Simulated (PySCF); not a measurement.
C$_{4}$H$_{12}$Ge, triplet, at the geometry of the source list (a higher spin typed on purpose: for a closed-shell molecule this is an excited state) (in this run its highest filled SCF level lies above zero, so its values depend strongly on the basis, on diffuse functions most of all); B3LYP/STO-3G run with PySCF.

PySCF was given this input:
```python
from pyscf import gto, scf, dft

mol = gto.M(
    atom='''
Ge    1.857200    0.923200   -0.020100
C     0.555500   -0.113300    1.045800
C    -0.777900   -0.439000    0.373200
C    -0.599600   -1.506800   -0.700600
C    -1.403400    0.815200   -0.224700
H     3.172100    0.948200    0.693700
H     2.126000    0.368600   -1.384400
H     1.447800    2.349300   -0.201800
H     0.366600    0.460600    1.957000
H     1.036100   -1.042300    1.361000
H    -1.456300   -0.835600    1.140900
H     0.122000   -1.172000   -1.443600
H    -1.544100   -1.706300   -1.201100
H    -0.239000   -2.436500   -0.263900
H    -0.827800    1.135400   -1.094300
H    -1.407900    1.623900    0.503500
H    -2.427300    0.627400   -0.540600
''',
    basis='sto-3g',
    charge=0,
    spin=2,
    verbose=4,
)

mf = dft.UKS(mol)
mf.xc = 'b3lyp'
mf.kernel()
```

### Question
What does PySCF print? Leave out banner, timings and long lists.

### Answer

```
PySCF version 2.14.0

[INPUT] verbose = 4
[INPUT] num. atoms = 17
[INPUT] num. electrons = 68
[INPUT] charge = 0
[INPUT] spin (= nelec alpha-beta = 2S) = 2
[INPUT] symmetry False subgroup None
[INPUT] Mole.unit = angstrom
[INPUT] Symbol           X                Y                Z      unit          X                Y                Z       unit  Magmom
[INPUT]  1 Ge     1.857200000000   0.923200000000  -0.020100000000 AA    3.509599358542   1.744595158198  -0.037983495104 Bohr   0.0
[INPUT]  2 C      0.555500000000  -0.113300000000   1.045800000000 AA    1.049742862196  -0.214105969913   1.976275581070 Bohr   0.0
[INPUT]  3 C     -0.777900000000  -0.439000000000   0.373200000000 AA   -1.470017952299  -0.829589768684   0.705245789688 Bohr   0.0
[INPUT]  4 C     -0.599600000000  -1.506800000000  -0.700600000000 AA   -1.133079784289  -2.847439324495  -1.323942122870 Bohr   0.0
[INPUT]  5 C     -1.403400000000   0.815200000000  -0.224700000000 AA   -2.652041643215   1.540504736745  -0.424621460190 Bohr   0.0
[INPUT]  6 H      3.172100000000   0.948200000000   0.693700000000 AA    5.994400239733   1.791838311313   1.310903012611 Bohr   0.0
[INPUT]  7 H      2.126000000000   0.368600000000  -1.384400000000 AA    4.017557740825   0.696553049515  -2.616136846848 Bohr   0.0
[INPUT]  8 H      1.447800000000   2.349300000000  -0.201800000000 AA    2.735945483145   4.439533584441  -0.381346731937 Bohr   0.0
[INPUT]  9 H      0.366600000000   0.460600000000   1.957000000000 AA    0.692773597266   0.870407852975   3.698194025774 Bohr   0.0
[INPUT] 10 H      1.036100000000  -1.042300000000   1.361000000000 AA    1.957945237662  -1.969661539634   2.571917255533 Bohr   0.0
[INPUT] 11 H     -1.456300000000  -0.835600000000   1.140900000000 AA   -2.752008155204  -1.579055149687   2.155988535516 Bohr   0.0
[INPUT] 12 H      0.122000000000  -1.172000000000  -1.443600000000 AA    0.230546587197  -2.214759017990  -2.728008633422 Bohr   0.0
[INPUT] 13 H     -1.544100000000  -1.706300000000  -1.201100000000 AA   -2.917926108941  -3.224439686345  -2.269750048215 Bohr   0.0
[INPUT] 14 H     -0.239000000000  -2.436500000000  -0.263900000000 AA   -0.451644543771  -4.604317702503  -0.498698724273 Bohr   0.0
[INPUT] 15 H     -0.827800000000   1.135400000000  -1.094300000000 AA   -1.564315285915   2.145595041831  -2.067927298112 Bohr   0.0
[INPUT] 16 H     -1.407900000000   1.623900000000   0.503500000000 AA   -2.660545410775   3.068726253681   0.951477103719 Bohr   0.0
[INPUT] 17 H     -2.427300000000   0.627400000000  -0.540600000000 AA   -4.586932222157   1.185614170552  -1.021585942940 Bohr   0.0

nuclear repulsion = 367.058359657836
number of shells = 32
number of NR pGTOs = 150
number of NR cGTOs = 50
basis = sto-3g
ecp = {}

******** <class 'pyscf.dft.uks.UKS'> ********
method = UKS
initial guess = minao
damping factor = 0
level_shift factor = 0
DIIS = <class 'pyscf.scf.diis.CDIIS'>
diis_start_cycle = 1
diis_space = 8
diis_damp = 0
SCF conv_tol = 1e-09
SCF conv_tol_grad = None
SCF max_cycles = 50
direct_scf = True
direct_scf_tol = 1e-13
number electrons alpha = 35  beta = 33
XC library pyscf.dft.libxc version 7.1.2
    S. Lehtola, C. Steigemann, M. J. T. Oliveira, and M. A. L. Marques,  SoftwareX 7, 1–5 (2018)
XC functionals = b3lyp
    P. J. Stephens, F. J. Devlin, C. F. Chabalowski, and M. J. Frisch,  J. Phys. Chem. 98, 11623 (1994)
radial grids:
    Treutler-Ahlrichs [JCP 102, 346 (1995); DOI:10.1063/1.469408] (M4) radial grids

becke partition: Becke, JCP 88, 2547 (1988); DOI:10.1063/1.454033
pruning grids: <function nwchem_prune>
grids dens level: 3
symmetrized grids: False
atomic radii adjust function: <function treutler_atomic_radii_adjust>
small_rho_cutoff = 0
Set gradient conv threshold to 3.16228e-05
tot grids = 194808
init E= -2208.62421788555

cycle= 1 E= -2210.11208045177  delta_E= -1.49  |g|= 0.51  |ddm|= 3.88
cycle= 2 E= -2208.76497253014  delta_E= 1.35  |g|= 1.51  |ddm|= 4.35

cycle= 3 E= -2210.31793127339  delta_E= -1.55  |g|= 0.387  |ddm|= 3.41

cycle= 4 E= -2210.40123135274  delta_E= -0.0833  |g|= 0.276  |ddm|= 1.69

cycle= 5 E= -2210.46112653298  delta_E= -0.0599  |g|= 0.0494  |ddm|= 0.389

cycle= 6 E= -2210.46478159278  delta_E= -0.00366  |g|= 0.0132  |ddm|= 0.267

cycle= 7 E= -2210.46497947143  delta_E= -0.000198  |g|= 0.00711  |ddm|= 0.0562

cycle= 8 E= -2210.46504756598  delta_E= -6.81e-05  |g|= 0.00175  |ddm|= 0.0257

cycle= 9 E= -2210.46506709407  delta_E= -1.95e-05  |g|= 0.000905  |ddm|= 0.0142

cycle= 10 E= -2210.46507537045  delta_E= -8.28e-06  |g|= 0.000616  |ddm|= 0.00973

cycle= 11 E= -2210.46507928966  delta_E= -3.92e-06  |g|= 0.000258  |ddm|= 0.00807

cycle= 12 E= -2210.46508044009  delta_E= -1.15e-06  |g|= 0.00015  |ddm|= 0.00523

cycle= 13 E= -2210.46508068758  delta_E= -2.47e-07  |g|= 7.95e-05  |ddm|= 0.00205

cycle= 14 E= -2210.46508080527  delta_E= -1.18e-07  |g|= 4.83e-05  |ddm|= 0.00149

cycle= 15 E= -2210.46508085134  delta_E= -4.61e-08  |g|= 2.83e-05  |ddm|= 0.00103

cycle= 16 E= -2210.46508086616  delta_E= -1.48e-08  |g|= 8.03e-06  |ddm|= 0.000825

cycle= 17 E= -2210.46508086651  delta_E= -3.47e-10  |g|= 2.47e-06  |ddm|= 0.000107

Extra cycle  E= -2210.46508086651  delta_E= -1.36e-12  |g|= 1.8e-06  |ddm|= 1.6e-05
converged SCF energy = -2210.46508086651  <S^2> = 2.0030225  2S+1 = 3.0020143
```
